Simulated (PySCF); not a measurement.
A GIAO shielding run with PySCF 2.14.0 with density-fitted response routines (density fitting, non-relativistic, gas phase) on SMILES C/C=N\[Si@H](C)CC(C)=O, C$_{6}$H$_{13}$NOSi:

```
$ OMP_NUM_THREADS=1 python probes_run.py task.json out

{"job": {"kind": "nmr", "xc": "PBE0", "basis": "pcSseg-1"}, "charge": 0, "multiplicity": 1}
C     -2.227414     1.465816    -1.160752
C     -1.459833     1.497217     0.110349
N     -0.899086     0.534298     0.686123
Si    -0.600930    -1.106256     0.278934
C     -0.295144    -1.964895     1.939276
C      1.032221    -1.073053    -0.755718
C      1.423259     0.346311    -0.932242
C      2.387487     0.874948     0.100732
O      0.958964     1.050759    -1.802894
H     -1.516307     1.683829    -1.959254
H     -2.642901     0.477584    -1.338148
H     -3.008028     2.221438    -1.176365
H     -1.351253     2.479694     0.574587
H     -1.587541    -1.861933    -0.513506
H     -1.212526    -2.022853     2.514580
H      0.434382    -1.431467     2.540631
H      0.067385    -2.977348     1.795273
H      0.824785    -1.519285    -1.724841
H      1.806942    -1.643534    -0.253175
H      3.317727     0.311689     0.065790
H      2.592961     1.927344    -0.076379
H      1.944441     0.749084     1.086149
```

Hardware: 1 thread of an Arm Neoverse V1, shared host. The job also computes population analyses, field gradients.

Q: How large is the calculation?

A: 78 electrons, 225 basis functions and 1182 auxiliary functions.

Q: How long does it take, and how much memory does it need?

A: 54 s of wall time, with 14 SCF cycles and 5 response iterations; peak memory 1.1 GiB. Times on a shared host scatter by some tens of per cent.
